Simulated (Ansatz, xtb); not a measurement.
CH9N2Si+: which of two isomers lies lower

We compare a, `C[Si@H](N)[NH3+]`, a singlet, with b, `C[NH2+][SiH2]N`, a singlet. Both are isolated ions in the gas phase, relaxed with BLYP-D3(BJ)/def2-SVP; the shapes shown needn't be the lowest conformers.

a (Å):

```xyz
13

C    -0.8908    0.9882    1.7398
N     0.0448    3.4782    0.3003
N    -2.1609    1.8725   -0.8195
Si   -0.4243    1.8498    0.1580
H    -1.3842    0.0134    1.5516
H     0.0251    0.7904    2.3333
H    -1.5653    1.6120    2.3617
H     0.3625    1.1170   -0.8658
H     0.6728    3.9425   -0.3615
H    -0.1104    4.0393    1.1424
H    -2.9151    2.3201   -0.2675
H    -2.0854    2.4143   -1.6996
H    -2.4995    0.9273   -1.0791
```

b (Å):

```json
{"atom": "C", "x (Å)": "0.3500", "y (Å)": "3.2364", "z (Å)": "0.9001"}
{"atom": "N", "x (Å)": "-0.1920", "y (Å)": "1.8874", "z (Å)": "0.4783"}
{"atom": "N", "x (Å)": "-2.5512", "y (Å)": "0.2706", "z (Å)": "-0.3511"}
{"atom": "Si", "x (Å)": "-2.1165", "y (Å)": "1.8484", "z (Å)": "0.1009"}
{"atom": "H", "x (Å)": "-0.1707", "y (Å)": "3.5577", "z (Å)": "1.8198"}
{"atom": "H", "x (Å)": "0.1585", "y (Å)": "3.9654", "z (Å)": "0.0925"}
{"atom": "H", "x (Å)": "1.4358", "y (Å)": "3.1674", "z (Å)": "1.0907"}
{"atom": "H", "x (Å)": "0.0172", "y (Å)": "1.1819", "z (Å)": "1.2088"}
{"atom": "H", "x (Å)": "0.3174", "y (Å)": "1.5518", "z (Å)": "-0.3601"}
{"atom": "H", "x (Å)": "-2.6253", "y (Å)": "2.2641", "z (Å)": "1.4315"}
{"atom": "H", "x (Å)": "-2.1584", "y (Å)": "2.8349", "z (Å)": "-1.0069"}
{"atom": "H", "x (Å)": "-2.9390", "y (Å)": "-0.4157", "z (Å)": "0.3024"}
{"atom": "H", "x (Å)": "-2.6266", "y (Å)": "-0.0364", "z (Å)": "-1.3251"}
```

Estimate which is lower in electronic energy at CCSD(T)/def2-SVP + ΔMP2/def2-TZVPP, and by roughly how much.

The CCSD(T)/def2-SVP + ΔMP2/def2-TZVPP calculation puts structure a lower, by 74.0 kJ/mol.

Level by level:

```tsv
level	geometry	E(b) − E(a) (kJ/mol)	departure from the last row (kJ/mol)	job, with rough time for the two
GFN2-xTB	GFN2-xTB	−17.8	−91.8	optimisation, 0.22 s
HF/STO-3G	GFN2-xTB	+43.3	−30.7	single point, 0.28 s
r2SCAN-D4/def2-SVP	GFN2-xTB	+70.5	−3.5	single point, 2.4 s
BLYP-D3(BJ)/def2-SVP	BLYP-D3(BJ)/def2-SVP	+65.9	−8.2	optimisation, 28 s
HF/def2-SVP	BLYP-D3(BJ)/def2-SVP	+62.1	−11.9	part of the CCSD(T) run
MP2/def2-SVP	BLYP-D3(BJ)/def2-SVP	+69.6	−4.5	part of the CCSD(T) run
CCSD(T)/def2-SVP	BLYP-D3(BJ)/def2-SVP	+63.3	−10.7	single point
CCSD(T)/def2-SVP + ΔMP2/def2-TZVPP	BLYP-D3(BJ)/def2-SVP	+74.0		single point, 20 s
```

As drawn, b has 1 C–N, 1 Si–H in place of 1 C–Si, 1 N–H.

GFN2-xTB puts the two in the other order. The largest departure from CCSD(T)/def2-SVP + ΔMP2/def2-TZVPP is that of GFN2-xTB, 91.8 kJ/mol. The last row adds to CCSD(T) the change of the MP2 difference between the two basis sets, here +10.7 kJ/mol.

With harmonic frequencies from BLYP-D3(BJ)/def2-SVP (ideal gas, rigid rotor, one conformer each, 298.15 K, 1 atm): the zero-point term adds +1.0 kJ/mol; ΔH is +73.5 and ΔG +75.4 kJ/mol.

The correlated steps freeze 8 core orbitals. Mirror images aren't counted in ΔG. Codes used: Ansatz 0.2.0, xtb 6.7.1; the last row on 2 threads of Intel(R) Xeon(R) Platinum 8488C (Sapphire Rapids) on a shared host.
